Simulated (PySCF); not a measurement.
NMR data simulated for an unnamed compound:

¹H NMR (500 MHz, computed): δ 6.54 (ddd, J = 3.9, 2.8, 2.3 Hz, 1H), 5.67 (ddt, J = 61.5, 8.0, 2.4 Hz, 1H), 5.43 (dd, J = 8.0, 7.0 Hz, 1H), 5.39 (ddd, J = 3.9, 3.1, 2.6 Hz, 1H).

¹³C{¹H} NMR (computed): δ 157.6 (CH, d, J = 13.1 Hz), 127.9 (C, q, J = 333.2 Hz), 105.1 (CH, d, J = 18.2 Hz), 96.2 (CH, dq, J = 12.2, 2.7 Hz), 92.4 (CH, d, J = 265.4 Hz).

PySCF calculation with J couplings at B3LYP/pcJ-1 (spin–dipole term only in couplings to heteroatoms), PBE0-D3(BJ)/def2-SVP geometry and NMR shieldings at PBE0/pcSseg-1/GIAO; one computed conformer, fast rotation and ring inversion assumed for equivalent nuclei, no relativistic terms, in vacuum.

Scale: ¹H, ¹³C against TMS (reference shieldings calculated alike).

Which of these does the molecule contain: an N-methyl group, a (CH3)2CH unit, an aldehyde, a CF3 group, a non-aromatic C=C double bond?

## Answers


- An N-methyl group: no.
- A (CH3)2CH unit: no.
- An aldehyde: no.
- A CF3 group: yes (δC 127.9).
- A non-aromatic C=C double bond: yes.

The data belong to `F[C@@H]1C=CO[C@@H]1OC(F)(F)F`, C5H4F4O2; they needn't prove each group on their own.

Carbon signals by region: 3 in the sp2 and nitrile region (100–160 ppm), 2 at 50–100 ppm.

C–F couplings over four or more bonds (about 3 Hz to the para carbon of a fluoroarene) are left out. Common functionals overestimate the size of one-bond C–F couplings by tens of Hz; these are unscaled. Splittings below 1 Hz are ignored in the labels, and close J values are merged. Unscaled 3J(H,H) at this level run about 10 % above measured values. Shifts are as computed. Against solution values, carbons near 30 ppm lie about +2 ppm off and those near 130 ppm about +5 ppm. Of 1313 compounds with measured shifts, 239 miss one by over three times the rms of a fit or turn the order of signals round; such compounds aren't used in these exercises.
